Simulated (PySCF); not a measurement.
Species: C₇H₁₀NPSi.
Atom-mapped SMILES: `[SiH3:1][c:2]1[cH:3][n:4][cH:5][p:6][c:7]1[CH:8]1[CH2:9][CH2:10]1`

Cartesian coordinates in Å at the GFN2-xTB level; atoms count from 1:
```xyz
20
C7H10NPSi angstrom
Si     1.572    2.012    0.059
C      1.238    0.148   -0.001
C      2.356   -0.688   -0.038
N      2.371   -2.003   -0.095
C      1.259   -2.696   -0.129
P     -0.378   -2.113   -0.093
C     -0.050   -0.384   -0.011
C     -1.226    0.505    0.047
C     -2.476    0.148   -0.717
C     -2.473    0.058    0.768
H      1.044    2.570    1.306
H      0.948    2.666   -1.095
H      3.020    2.207    0.006
H      3.343   -0.241   -0.017
H      1.394   -3.774   -0.184
H     -0.987    1.559    0.111
H     -3.026    0.946   -1.193
H     -2.460   -0.775   -1.281
H     -3.021    0.792    1.338
H     -2.455   -0.926    1.216
```

NICS = −σ at a ghost point: NICS(0) at the centroid of the ring atoms, NICS(1) 1 Å to either side along the normal of their mean plane, zz for the tensor component along that normal. Level: GIAO PBE0/pcSseg-1 (PySCF, non-relativistic, gas phase) on the GFN2-xTB geometry, one conformer.

Ring bond lengths (Å), with Mayer bond orders in brackets: C2–C3 1.397 (1.38), C3–N4 1.317 (1.51), N4–C5 1.310 (1.46), C5–P6 1.739 (1.32), P6–C7 1.761 (1.25), C7–C2 1.393 (1.39); C8–C9 1.508 (0.93), C9–C10 1.488 (0.97), C10–C8 1.508 (0.93).

Task: What do the NICS probes read (ppm)?

Result: 
| ring | type | NICS(0) | NICS(1), two faces | NICS(1)zz, two faces | rms pucker (Å) | centre to ring atoms, mean (Å) |
| --- | --- | --- | --- | --- | --- | --- |
| C2–C3–N4–C5–P6–C7 | 6-membered ring with N and P; formal bonds all aromatic | -5.7 | -10.0 / -10.0 | -23.4 / -23.4 | 0.00 | 1.48 |
| C8–C9–C10 | 3-membered carbocycle; formal bonds all single | -42.2 | -7.0 / -7.7 | -25.3 / -22.8 | 0.00 | 0.87 |

Task: What do they say, and how far can they be read as aromaticity?

Result: 
- C2–C3–N4–C5–P6–C7: mean NICS(1)zz -23.4 ppm, shielded.
- C8–C9–C10: mean NICS(1)zz -24.1 ppm, shielded. C8, C9, C10 have four or more neighbours, so the value isn't read as a sign of a π ring current. NICS(0) lies 35 ppm below the mean NICS(1).

Task: How equal are the bonds by HOMA? HOMA = 1 − mean of α(R − Ropt)² over the ring bonds, with Krygowski's 1993 parameters (CC: Ropt 1.388 Å, α 257.7 Å⁻²; CN: Ropt 1.334 Å, α 93.52 Å⁻²; CP: Ropt 1.698 Å, α 118.91 Å⁻²).

Result: 
- C2–C3–N4–C5–P6–C7: HOMA 0.87; the largest term is that of P6–C7, α(R − Ropt)² = 0.48.

Task: Give the inner angles of the rings and the Hirshfeld charges of the ring atoms.

Result: 
- C2–C3–N4–C5–P6–C7: C2 120.7° (-0.100 e), C3 127.4° (+0.021 e), N4 121.3° (-0.158 e), C5 128.4° (-0.037 e), P6 98.9° (+0.094 e), C7 123.2° (-0.026 e); sum 720.0° against 720° for a flat convex ring.
- C8–C9–C10: C8 59.1° (-0.044 e), C9 60.4° (-0.083 e), C10 60.5° (-0.083 e); sum 180.0° against 180° for a flat convex ring.

Task: How shielded are the nuclei of the rings and their hydrogens (means over atoms taken as equivalent)?

Result: 
```
   atoms                          environment  σ isotropic (ppm)  principal values of the symmetric part, first atom (ppm)
      C2          substituted aromatic carbon               58.8                                        -40.2, 38.3, 178.3
      C3  aromatic CH next to a ring nitrogen               29.4                                        -62.0, 17.6, 132.7
      N4               pyridine-type nitrogen              -97.5                                     -449.4, -165.7, 322.5
      C5  aromatic CH next to a ring nitrogen               -6.7                                       -181.9, 16.0, 145.7
      P6             phosphorus bonded to 2 C              126.4                                      -112.7, -75.1, 567.2
      C7          substituted aromatic carbon              -23.8                                      -185.9, -56.6, 171.2
      C8                 benzylic-type carbon              159.3                                       122.1, 143.3, 212.4
 C9 (×2)           three-membered-ring carbon              161.6                                       113.8, 172.4, 197.9
     H14                    aromatic hydrogen              22.59                                          17.2, 22.1, 28.5
     H15                    aromatic hydrogen              21.06                                          17.7, 18.1, 27.4
     H16                     methine hydrogen              29.67                                          20.8, 29.5, 38.7
H17 (×2)                   methylene hydrogen              30.08                                          24.0, 26.3, 39.9
H18 (×2)                   methylene hydrogen              30.46                                          24.5, 29.5, 37.5
```
